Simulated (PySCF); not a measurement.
SMILES C[Se]S at its PBE0/def2-SVP optimised geometry (Å):

```
7

Se    -0.3898    -1.1937     0.0000
C     -0.7239     0.7240     0.0000
H     -1.8144     0.8454    -0.0851
H     -0.2342     1.1937    -0.8624
H     -0.3768     1.1792     0.9365
S      1.8144    -1.1937     0.0000
H      2.0046    -1.1636     1.3414
```

Level of theory: PySCF 2.14.0 with PBE0/def2-TZVP.

Map of the electron localisation function on the plane z = 1.5 Å:

```
|00000000000000000000000000000|
|00000000000000000000000000000|
|00000000000000000000000000000|
|00000000000000000000000000000|
|00000000000000000000000000000|
|00000000000112100000000000000|
|00000000001477741000000000000|
|00000000014899984000000000000|
|00000000027999997100000000000|
|00000000027999997100000000000|
|00000000027999996000000000000|
|00000000015899972000000000000|
|00000000002567520000000000000|
|00000000000111000000011000000|
|00000000000000000001233200000|
|00000000000111100003677520000|
|00000000023555420016999862000|
|00000001357888730038999983000|
|00000002578998841039999984000|
|00000003688999841038999983000|
|00000003688999740027999862000|
|00000002578888630014677630000|
|00000001367877510001343210000|
|00000000135664200000111000000|
|00000000012332000000000000000|
|00000000000000000000000000000|
|00000000000000000000000000000|
|00000000000000000000000000000|
|00000000000000000000000000000|
```
Scale: ten equal steps from 0.000 (start of '0') to 0.999 (end of '9'), in the order '0123456789'; x runs from -4.00 to 4.00, y from -4.00 (bottom) to 4.00 (top).
